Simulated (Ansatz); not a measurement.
Consider the ligand exchange at the Si–C bond: `O[SiH2]C#C[SiH2]F` + `CN[SiH2]O` → `CN([SiH2]O)[SiH2]F` + `C#C[SiH2]O`.

Gas-phase electronic energies from Ansatz, PBE0-D4/def2-TZVP geometries. CCSD(T)/CBS is the MP2 limit (def2-TZVPP, def2-QZVPP) plus CCSD(T) − MP2 in def2-TZVPP, frozen cores. Functionals use def2-TZVPP. HSE06 is defined as in plane-wave codes. One conformer a species, not always the lowest.

`O[SiH2]C#C[SiH2]F`:

Cartesian coordinates in Å:
```
O -0.085 2.599 -1.651
Si 0.312 2.171 -0.119
C 0.163 0.359 0.127
C 0.042 -0.838 0.294
Si -0.087 -2.637 0.528
F -1.544 -2.991 1.075
H -0.953 2.358 -1.979
H -0.570 2.808 0.890
H 1.720 2.573 0.072
H 0.905 -3.080 1.531
H 0.097 -3.323 -0.769
```

`CN[SiH2]O`:

```xyz
11

C     0.655   -1.355   -0.459
N     0.787    0.062   -0.203
Si   -0.328    1.021    0.659
O    -1.643    1.602   -0.155
H     0.240   -1.582   -1.449
H    -0.012   -1.797    0.286
H     1.618   -1.868   -0.372
H     1.454    0.521   -0.803
H     0.376    2.248    1.092
H    -0.804    0.164    1.779
H    -2.342    0.984   -0.373
```

`CN([SiH2]O)[SiH2]F`:

Z-matrix (Å, degrees):
```
C
N 1 1.467
H 1 1.094 2 112.0
H 1 1.093 2 110.6 3 -120.7
H 1 1.094 2 110.5 3 120.4
Si 2 1.728 1 116.6 3 -79.9
Si 2 1.707 1 118.3 3 93.5
O 6 1.644 2 113.7 1 62.5
H 6 1.480 2 109.1 1 -52.4
H 6 1.484 2 106.1 1 -174.4
F 7 1.605 2 112.1 1 -75.7
H 7 1.481 2 109.2 1 40.8
H 7 1.477 2 109.4 1 165.9
H 8 0.959 6 117.7 2 65.6
```

`C#C[SiH2]O`:

```xyz
8

C    -0.863    1.616   -1.145
C    -0.398    0.621   -0.647
Si    0.328   -0.874    0.114
O     0.296   -0.785    1.753
H    -1.279    2.493   -1.588
H     1.713   -1.000   -0.407
H    -0.476   -2.060   -0.247
H     0.678   -0.010    2.167
```

```json
{"level": "LDA (SPW92)", "ΔE (kJ/mol)": "-39.1", "difference from CCSD(T)/CBS": "2.7"}
{"level": "revPBE-D4", "ΔE (kJ/mol)": "-35.1", "difference from CCSD(T)/CBS": "6.7"}
{"level": "HSE06-D4", "ΔE (kJ/mol)": "-35.7", "difference from CCSD(T)/CBS": "6.1"}
{"level": "ωB97X-V", "ΔE (kJ/mol)": "-40.7", "difference from CCSD(T)/CBS": "1.1"}
{"level": "BLYP", "ΔE (kJ/mol)": "-24.9", "difference from CCSD(T)/CBS": "16.9"}
{"level": "r2SCAN0", "ΔE (kJ/mol)": "-37.0", "difference from CCSD(T)/CBS": "4.8"}
{"level": "HSE06", "ΔE (kJ/mol)": "-31.0", "difference from CCSD(T)/CBS": "10.8"}
{"level": "CCSD(T)/def2-SVP", "ΔE (kJ/mol)": "-41.2", "difference from CCSD(T)/CBS": "0.6"}
{"level": "SCS-MP2/def2-TZVPP", "ΔE (kJ/mol)": "-39.8", "difference from CCSD(T)/CBS": "2.0"}
{"level": "SCS-MP2/def2-QZVPP", "ΔE (kJ/mol)": "-39.9", "difference from CCSD(T)/CBS": "1.9"}
{"level": "CCSD(T)/CBS", "ΔE (kJ/mol)": "-41.8", "difference from CCSD(T)/CBS": "0"}
```

Largest T1 diagnostic among the species: 0.012.

The D4 term adds −9.1 kJ/mol with B3LYP and −4.9 kJ/mol with PBE0; it sums over pairs of atoms, weighted by their polarisabilities, and B3LYP, whose exchange is more repulsive, gets the larger term. From PBE to PBE0 (25 % exact exchange), in def2-TZVPP and without D4, ΔE moves by −3.5 kJ/mol. Leaving LDA and LC-ωPBE aside and taking each functional with its dispersion term where it has one, the values, not all of them listed here, spread over 9.1 kJ/mol, from ωB97M-V to PBE-D4. LDA lies −11.3 kJ/mol from PBE without D4.

CCSD(T)/CBS has its own doubt, a few kJ/mol and more with outer-core shells, so smaller differences from it don't rank the levels.

B3LYP here is the variant with VWN-RPA as its local correlation; programs differ in this.
